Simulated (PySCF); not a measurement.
Electronic structure of Cr²⁺ (chromium, charge +2) at the UHF level

Configuration: [Ar] 3d4, high-spin 5D determinant. Calculation: PySCF 2.14, in Sapporo-DKH3-DZP-2012 (6s5p3d1f, 43 functions); scalar relativity by spin-free X2C-1e.

| Item | Value |
| --- | --- |
| Total energy | -1048.856355 hartree |
| One-electron energy | -1428.4919 hartree |
| Hartree (Coulomb) energy | 427.3292 hartree |
| Exchange energy | -47.6936 hartree |
| ⟨S²⟩ | 6.0014 |
| ⟨L²⟩ | 6.016 |
| Sum of ⟨r⟩ | 14.58 bohr |
| Sum of ⟨r²⟩ | 16.26 bohr² |
| Traceless quadrupole moment −½Σ⟨3z² − r²⟩ along its main axis | -0.507 e·bohr² |
| Langevin diamagnetic susceptibility | -12.9 ×10⁻⁶ cm³/mol |
| Time after the integrals | 0.18 s of wall time on 1 thread of Neoverse-V1 (shared host) |

```csv
shell,electrons,mean orbital energy (hartree),spread (hartree),"rms radius, mean of both spins (bohr)"
1s β,1,-222.85888,0,0.0734
1s α,1,-222.85849,0,0.0734
2s α,1,-27.45128,0,0.317
2s β,1,-27.35852,0,0.317
2p α,3,-23.09275,0.00179,0.287
2p β,3,-23.00071,0.02893,0.287
3s α,1,-4.32555,0,0.966
3s β,1,-4.01712,0,0.966
3p α,3,-3.07268,0.04735,1.04
3p β,3,-2.69539,0.07409,1.04
3d α,4,-1.19159,0.06297,1.34
```

Densities and radii are taken from the X2C orbitals without a picture-change correction, which distorts them close to the nucleus.
